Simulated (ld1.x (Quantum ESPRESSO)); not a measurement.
The numbers below are computed, except where a source is named.
Potentials for sulfur (S) compared

Generated with ld1.x 7.5 (TM, RRKJ, ultrasoft, PAW), atompaw 4.2 or ONCVPSP 4.0.1. The cutoff is in Ry: for ld1.x and atompaw files where the sum of valence levels is converged to 10 mRy in a Bessel basis, for ONCV files where the hardest occupied wave has 1 mHa per electron of residual kinetic energy. The error is the largest all-electron minus pseudo excitation energy over each file’s own four to seven test configurations (ionisations up to +4, promotions, holes and added fractions of an electron), all of which were solved. The labels leave out finer settings (local radius, basis sizes, second energies), which also bear on the numbers. Spin-polarised tests are not counted. The rows are a selection from randomly drawn settings: files with unsolved tests, undetermined cutoffs or missed reference levels are left out.

A true bound ghost makes a file unfit for plane-wave use even where its test errors are small: the radial tests pick states by their node count and pass the ghost by.

```csv
potential,cutoff (Ry),largest error (meV),bound ghosts
"TM, LDA (PZ), scalar-relativistic, rc 1.05/1.75 (sp), local smoothed, core correction yes, reference 3s2 3p3.5",80,-86,s
"TM, PBE, scalar-relativistic, rc 1.10/1.40/1.30 (spd), local p, core correction no, reference 3s2 3p2.5",60,+137,none
"TM, LDA (PZ), scalar-relativistic, rc 1.05/1.65/1.45 (spd), local s, core correction yes, reference 3s2 3p4",80,+268,none
"TM, PBE, scalar-relativistic, rc 1.15/1.60/1.45 (spd), local d, core correction no, reference 3s2 3p2",55,+204,none
"RRKJ, PBEsol, scalar-relativistic, rc 1.00/1.80/1.75 (spd), local s, core correction no, reference 3s2 3p4",80,+459,none
"TM, PBEsol, non-relativistic, rc 1.35/1.65/1.80 (spd), local p, core correction yes, reference 3s2 3p3.75",40,+145,none
"ultrasoft, PBE, scalar-relativistic, rc 1.30/1.20/1.05 (spd), local smoothed, core correction yes, reference 3s1.5 3p4.5",30,+16,s
"ultrasoft, BLYP, non-relativistic, rc 1.50/1.70 (sp), local smoothed, core correction yes, reference 3s2 3p3",18,+33,none
```

**Question.** Fill in the row for S: RRKJ, PBE, non-relativistic, rc 1.25/1.60/1.25 (spd), local p, core correction no, reference 3s2 3p4.

**Answer.** cutoff 25 Ry, largest error +158 meV, bound ghosts: none.
